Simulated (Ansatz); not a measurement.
Ansatz (a program for electronic structure) input (CCSD(T)/STO-3G):

Ansatz 0.2 input:
```yaml
crystal:
  periodic: [false, false, false]
  atoms:
    - {symbol: C, position_ang: [-2.33446794, 0.34990637, -0.00166738]}
    - {symbol: C, position_ang: [-1.18159536, -0.02138022, 0.48704487]}
    - {symbol: C, position_ang: [-0.01183698, -0.83079235, 0.16920106]}
    - {symbol: Si, position_ang: [1.50699946, 0.24374966, -0.20412998]}
    - {symbol: H, position_ang: [-2.70524850, -0.04599926, -0.95088928]}
    - {symbol: H, position_ang: [-2.98254542, 1.05568954, 0.50702032]}
    - {symbol: H, position_ang: [0.24061340, -1.50140254, 0.99663751]}
    - {symbol: H, position_ang: [-0.20722551, -1.46683573, -0.70916920]}
    - {symbol: H, position_ang: [1.23430341, 1.09742393, -1.38185405]}
    - {symbol: H, position_ang: [1.82390782, 1.09799707, 0.96206080]}
    - {symbol: H, position_ang: [2.66560411, -0.63577087, -0.49345769]}
basis:
  gaussian:
    orbitals: STO-3G
magnetization: {spin_polarized: true, initial_magnetization: 1}
correlation: {method: ccsd_t, electrons: outside_noble_gas}
```

Output:

```
Functional definition: HF
integrals: 0.01 GiB planned
400 factors; integrals over basis functions are off by at most 3.2e-5 eV
0.08 GiB of device memory are held for the factors and their scratch space
mean field: 0.09 GiB planned
mean field evaluation 1: about -10931.7804 eV, gradient 1.1e1 eV
mean field evaluation 2: about -10931.9007 eV, gradient 1.1e1 eV
mean field evaluation 4: about -10933.2053 eV, gradient 1.6e0 eV
mean field evaluation 8: about -10933.3558 eV, gradient 1.1e0 eV
mean field evaluation 16: about -10933.5295 eV, gradient 2.9e-4 eV
mean field evaluation 32: about -10933.5294 eV, gradient 1.1e-1 eV
mean field evaluation 64: about -10929.6215 eV, gradient 2.0e-1 eV
mean field -10933.52953370 eV, -401.7997993511 hartree, gradient 1.6e-6 eV, S^2 1.080923; 1 other end points of the search recorded, 0 dependent functions left out
8 core orbitals not correlated
reference -10933.52953370 eV, -401.7997993511 hartree; 12, 11 occupied and 11, 12 virtual orbitals, 400 factors
second order -4.68847502 eV of doubles, -0.00000000 eV of singles
coupled cluster: 0.11 GiB planned
cycle   1  -5.77381684 eV  change    -1.1e0 eV  update   9.7e-2
cycle   2  -6.51083354 eV  change   -7.4e-1 eV  update   5.8e-2
cycle   3  -6.72869107 eV  change   -2.2e-1 eV  update   3.3e-2
cycle   4  -6.79116407 eV  change   -6.2e-2 eV  update   1.5e-2
cycle   5  -6.79667279 eV  change   -5.5e-3 eV  update   6.3e-3
cycle   6  -6.79987912 eV  change   -3.2e-3 eV  update   3.5e-3
cycle   7  -6.80593901 eV  change   -6.1e-3 eV  update   1.9e-3
cycle   8  -6.80809705 eV  change   -2.2e-3 eV  update   7.9e-4
cycle   9  -6.80829022 eV  change   -1.9e-4 eV  update   2.6e-4
cycle  10  -6.80844552 eV  change   -1.6e-4 eV  update   8.2e-5
cycle  11  -6.80847150 eV  change   -2.6e-5 eV  update   3.4e-5
cycle  12  -6.80846308 eV  change    8.4e-6 eV  update   1.4e-5
coupled cluster: 0.11 GiB planned
perturbative correction -0.06559654 eV, -0.0024106285 hartree
Total energy: -10940.40359332 eV, -402.0524163827 hartree
```

It need not be the lowest isomer of its formula.

The determinant is spin-contaminated: <S^2> is 1.08 against 0.75 for a pure state.
